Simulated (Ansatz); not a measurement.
Input for Ansatz (a program for electronic structure): R-PBE/def2-TZVPPD on HF (SMILES F) with ghost functions, monomers drawn apart or pushed together. Files ending in .json are basis or fitting sets from the Basis Set Exchange.

Ansatz 0.2 input:
```yaml
crystal:
  periodic: [false, false, false]
  atoms:
    - {symbol: F, position_ang: [-0.17405263, -0.13736342, -0.71344463]}
    - {symbol: H, position_ang: [-0.13006389, -0.46683909, 0.15395053]}
basis:
  gaussian:
    orbitals: def2-TZVPPD.json
    ghost_atoms:
      - {symbol: O, position_ang: [0.05022277, -0.68494234, 3.59147240]}
      - {symbol: C, position_ang: [0.10367252, -0.00442693, 4.53345367]}
      - {symbol: O, position_ang: [0.15694391, 0.66274317, 5.47453820]}
hamiltonian:
  xc: {name: PBE}
scf: {lower_state_search: off}
```

The head of its log:

```
WARN ansatz: RAYON_NUM_THREADS=1 ignored (pool sized by the plan → 1); use --threads N
Functional definition: PBE
these checks for a lower state are left out or cut short: stability, starts, cluster_reference, orbital_swaps, neighbouring_geometries, increment
integrals: 0.05 GiB planned
776 factors; their error is unknown
mean field: 0.47 GiB planned
mean field evaluation 1: about -2730.2588 eV, gradient 3.5e1 eV
mean field evaluation 2: about -2724.0237 eV, gradient 7.5e1 eV
```

Question: Give the final energy of this run.

Answer: -100.3967 hartree.
